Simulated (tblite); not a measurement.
Problem. What does the GFN2-xTB structure of `O=C1[C]=COC(F)=C1` [radical] look like in three dimensions? (Doublet state.)

Solution. 
```xyz
10
C5H2FO2 angstrom
O     -2.2981   -1.2298   -0.0062
C     -1.3160   -0.5338   -0.0064
C     -1.1956    0.9044   -0.0253
C     -0.0693    1.5943   -0.0250
O      1.1713    1.0059   -0.0068
C      1.1465   -0.3162    0.0119
F      2.3749   -0.8265    0.0283
C      0.0543   -1.0953    0.0146
H     -0.0013    2.6710   -0.0390
H      0.1421   -2.1694    0.0314
```

Orientation and origin are arbitrary. Atoms count from 1 in this order. C4 (carbon bonded to C, O and H) is planar (angles 125.1°, 123.1° and 111.8°, sum 360.0°, 0.00 Å off the plane of its three neighbours). The C–O distances run from 1.204 Å (O1=C2, drawn double) to 1.373 Å (C4–O5, drawn single), a spread of 0.169 Å. C6 (carbon bonded to C, F and O) is planar (angles 126.6°, 121.9° and 111.5°, sum 360.0°, 0.00 Å off the plane of its three neighbours). The 8 heavy atoms lie in one plane (0.001 Å rms).

Bonds between heavy atoms (Å): O1=C2 1.204, C2–C3 1.443, C3=C4 1.321, C4–O5 1.373, O5–C6 1.323, C6–F7 1.330, C6=C8 1.342, C2–C8 1.481.

The geometry is computed with GFN2-xTB (gas phase). This method treats the open shell by occupation alone, without spin polarisation.

Point group: Cs (tolerance 0.08 Å). Its GFN2-xTB frequencies are all real (lowest 115 cm⁻¹). Torsions: O1–C2–C3–C4 180°, C3–C4–O5–C6 0°, C4–O5–C6–F7 180°, O1–C2–C8–C6 180°.

One conformer stands for the species.
